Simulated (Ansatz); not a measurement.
`SB1[SiH2][SiH2]1`, charge 0, multiplicity 1.

(1) Give a relaxed structure at PBE0-D4/def2-TZVP (Ansatz). (An estimate is asked.)

Results:

(1) The calculation gave: 
Z-matrix (Å, degrees):
```
Si
B 1 1.957
Si 1 2.377 2 52.4
H 1 1.485 2 123.8 3 122.9
H 1 1.484 2 119.5 3 -81.0
S 2 1.756 1 128.8 3 -138.3
H 3 1.483 1 101.2 2 -118.3
H 3 1.485 1 135.0 2 102.7
H 6 1.349 2 100.9 1 148.8
```
This is one stationary point; other conformers may exist.
